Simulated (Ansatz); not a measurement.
The lowest singlet and triplet of C4H6 (SMILES C=CC=C); geometries from B3LYP-D3(BJ)/def2-TZVP, each state relaxed from the structure named, with no frequency check.
Singlet at the triplet's geometry (charge 0, multiplicity 1):
```xyz
10

C      1.35753     1.18527     0.65189
C      0.47206     0.05183     0.48100
C     -0.47206    -0.05183    -0.48100
C     -1.35753    -1.18527    -0.65189
H      1.29829     2.03569    -0.01328
H      2.09112     1.20369     1.44320
H      0.58383    -0.76956     1.18327
H     -0.58383     0.76956    -1.18327
H     -2.09112    -1.20369    -1.44320
H     -1.29829    -2.03569     0.01328
```

| level | gap E(singlet) − E(triplet), vertical, at the triplet's geometry (kcal/mol) | cost |
|---|---|---|
| R-HF/cc-pVTZ | -16.67 | - |
| R-SVWN5/def2-TZVPP | -51.08 | ×0.7 |
| R-r2SCAN/def2-TZVPP | -38.25 | ×2 |
| R-B3LYP/def2-TZVPP | -42.94 | ×1 |
| U-B3LYP/def2-TZVPP | -42.94 | ×3 |
| R-PBE0/def2-TZVPP | -39.91 | ×1 |
| U-PBE0/def2-TZVPP | -39.91 | ×3 |
| R-BHLYP/def2-TZVPP | -35.97 | ×2 |
| U-BHLYP/def2-TZVPP (spin-contaminated) | -36.87 | ×5 |
| U-wB97X-V/def2-TZVPP | -41.53 | ×7 |
| U-wB97M-V/def2-TZVPP | -43.21 | ×7 |
| R-B2PLYP/def2-TZVPP | -45.31 | ×3 |
| R-MP2/cc-pVDZ | -52.78 | - |
| R-SCS-MP2/cc-pVTZ | -54.02 | - |
| R-CCSD/cc-pVDZ | -43.63 | - |
| R-CCSD(T)/cc-pVDZ | -47.85 | ×2 |
| SA-CASSCF(4,4)/cc-pVDZ | -44.28 | - |
| SC-NEVPT2 on SA-CASSCF(4,4)/cc-pVDZ | -49.37 | - |
| FIC-NEVPT4(SD) on SA-CASSCF(4,4)/cc-pVDZ | -47.19 | - |
| FIC-MRCISD+Q on SA-CASSCF(4,4)/cc-pVDZ | -46.97 | - |

The rows run from -54.02 (R-SCS-MP2/cc-pVTZ) to -16.67 kcal/mol (R-HF/cc-pVTZ). In cc-pVDZ the value moves R-MP2 -52.78, R-CCSD -43.63, R-CCSD(T) -47.85, a shift of 4.94 from R-MP2 to R-CCSD(T). The 6 R-functionals in def2-TZVPP without D3 or D4 span 15.11, from R-SVWN5 to R-BHLYP.

A positive gap puts the triplet lower; no zero-point energy. R- takes a restricted singlet. U- takes an unrestricted singlet (broken symmetry where lower, unprojected). The triplet is unrestricted in single-reference levels. Active spaces average the two states.

Frozen-core correlation.

Doubts at one or more of the structures used: a restricted determinant that unrestricted orbitals would lower (R-HF/cc-pVTZ, R-BHLYP/def2-TZVPP, R-B2PLYP/def2-TZVPP, R-MP2/cc-pVDZ, R-SCS-MP2/cc-pVTZ, R-CCSD/cc-pVDZ, R-CCSD(T)/cc-pVDZ).

The values were computed with Ansatz (Gaussian basis) for Hartree–Fock, density functionals and correlated methods. 

Costs are rough ratios of core time to R-PBE/def2-TZVPP (about 5 s over the structures, on one shared machine); a dash marks a level with no comparable run of its own.

Ansatz is a first-principles code.
